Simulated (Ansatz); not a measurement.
Diphenyliodonium iodide, `[I-].c1ccc([I+]c2ccccc2)cc1`, relaxed as a singlet with RKS PBE-D4/def2-SVP in Ansatz, starting from the GFN2-xTB geometry. Force threshold 0.03 eV/Å.

In the def2 sets I takes a core potential; there is no spin–orbit coupling. The restricted singlet is unstable towards broken spin symmetry in Hartree–Fock (as tested in another run); at PBE-D4/def2-SVP this wasn't settled.

Start:

```xyz
24

I    -2.183   -0.426    0.270
C     0.857   -3.170    3.633
C     1.333   -1.880    3.791
C     1.294   -0.990    2.729
C     0.757   -1.403    1.527
I     0.738    0.047   -0.160
C    -0.137    1.430   -1.670
C     0.232    2.758   -1.587
C    -0.253    3.653   -2.527
C    -1.088    3.212   -3.539
C    -1.437    1.874   -3.620
C    -0.958    0.975   -2.681
C     0.283   -2.688    1.355
C     0.336   -3.576    2.415
H     0.886   -3.860    4.462
H     1.734   -1.559    4.741
H     1.667    0.017    2.842
H     0.883    3.092   -0.793
H     0.019    4.696   -2.464
H    -1.471    3.915   -4.265
H    -2.081    1.525   -4.413
H    -1.239   -0.066   -2.738
H    -0.139   -2.994    0.409
H    -0.032   -4.583    2.286
```

```tsv
step	energy (eV)	largest force component (eV/Å)	SCF passes
1	-28780.8391	0.726	25
2	-28781.0828	0.343	27
3	-28781.0982	0.277	24
4	-28781.1116	0.066	24
5	-28781.1143	0.034	25
6	-28781.1223	0.091	24
7	-28781.1287	0.087	24
8	-28781.1328	0.042	25
9	-28781.1341	0.022	24
10	-28781.1346	0.023	25
11	-28781.1352	0.027	24
12 (rejected)	-28781.1349	0.045	24
13	-28781.1358	0.009	25
```

Force components are those of the run's own axes.

End:

```xyz
24

I    -2.4115   -1.2505   -0.4052
C     0.9911   -3.1143    3.7065
C     1.4491   -1.7903    3.7715
C     1.2731   -0.9263    2.6731
C     0.6379   -1.4348    1.5391
I     0.6676   -0.0546   -0.2297
C    -0.2448    1.4203   -1.6650
C     0.2434    2.7190   -1.5122
C    -0.1355    3.6794   -2.4703
C    -0.9791    3.3206   -3.5319
C    -1.4540    2.0031   -3.6471
C    -1.0948    1.0330   -2.6938
C     0.1562   -2.7371    1.4461
C     0.3521   -3.5883    2.5481
H     1.1244   -3.7829    4.5707
H     1.9366   -1.4124    4.6836
H     1.6272    0.1156    2.7165
H     0.9023    2.9932   -0.6731
H     0.2252    4.7149   -2.3693
H    -1.2788    4.0774   -4.2728
H    -2.1143    1.7200   -4.4814
H    -1.4900    0.0047   -2.7453
H    -0.3786   -3.0814    0.5465
H    -0.0049   -4.6285    2.4954
```

By distances, no bond broke or formed. The bond that changes most is I1–I6, from 2.99 to 3.31 Å (atoms count from 1).

The force fell under the threshold at step 9, but the optimiser went on. No frequencies were taken in this run, so the end may be a saddle point.

Hardware: 4 threads of Arm Neoverse V1 on a shared host. Wall time 67 s.
